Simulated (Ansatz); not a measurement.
A series at Ge: from `[CH3][Ge]([CH3])([CH3])[Br]`, ligands are replaced one by one, each step taking up H₂ and setting free CH₄; n counts the steps. Ansatz, PBE0-D4/def2-TZVP geometries.

| n | molecule | HOMO energy, ωB97M-V/def2-TZVPP (eV) |
| --- | --- | --- |
| 0 | `[CH3][Ge]([CH3])([CH3])[Br]` | -9.95 |
| 1 | `[CH3][GeH]([CH3])[Br]` | -10.08 |
| 2 | `[CH3][GeH2][Br]` | ? |
| 3 | `[GeH3][Br]` | -10.47 |

Question: By hand: fit a straight line y = ȳ + b (n − n̄) to the 3 given rows and predict n = 2.

Answer: n̄ = 1.333, ȳ = -10.167; Σ(n − n̄)(y − ȳ) = -0.823, Σ(n − n̄)² = 4.667, so b = -0.176 eV a step. Prediction: -10.167 + (-0.176) × (0.667) = -10.28 eV.

Question: By hand: compare with the computed value, -10.26 eV, and give the steps along the whole series.

Answer: The line misses by 0.02 eV (computed minus predicted). Steps: -0.13, -0.18, -0.21 eV.

The steps grow at each stage, from -0.13 to -0.21 eV, so the series is curved. The highest orbital can change its character along such a series. The miss is 3.8 % of the series' range.

Spin–orbit coupling is left out; it splits and shifts lone-pair levels of the heavy atoms by tenths of an eV.
